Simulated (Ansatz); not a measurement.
`[NH2][GaH][SiH2][SiH3]` + H₂ → `[NH2][GaH2]` + `[SiH3][SiH3]`  (hydrogenolysis of a Ga–Si bond)

Calculated with Ansatz (gas phase, PBE0-D4/def2-TZVP geometries, no zero-point term in ΔE). CCSD(T)/CBS is the MP2 limit (def2-TZVPP, def2-QZVPP) plus CCSD(T) − MP2 in def2-TZVPP, frozen cores. This one scheme is used for every species. Functionals use def2-TZVPP. For Ga outer-core shells are correlated without core-valence functions, which leaves a few kJ/mol of doubt a bond. Scalar relativity is left out up to krypton. Each species was taken in one conformer, which may not be the lowest.

```csv
level,ΔE (kJ/mol)
B2PLYP,0.9
HF/def2-TZVPP,-26.1
MP2/def2-TZVPP,9.9
CCSD(T)/def2-TZVPP,6.8
```

Q: What does CCSD(T)/CBS give? (Estimate.)

A: Ansatz gave: +10.9 kJ/mol. The listed levels differ from it by -10.0, -37.0, -1.0, -4.1 kJ/mol.

Largest T1 diagnostic among the species: 0.015.

In def2-TZVPP, CCSD(T) changes the Hartree–Fock value by +32.9 kJ/mol (the triples alone add +6.1 kJ/mol) and MP2 by +36.0 kJ/mol. The D4 term adds +11.5 kJ/mol with B3LYP and +6.6 kJ/mol with PBE0; it sums over pairs of atoms, weighted by their polarisabilities, and B3LYP, whose exchange is more repulsive, gets the larger term.

B3LYP here is the variant with VWN-RPA as its local correlation; programs differ in this.
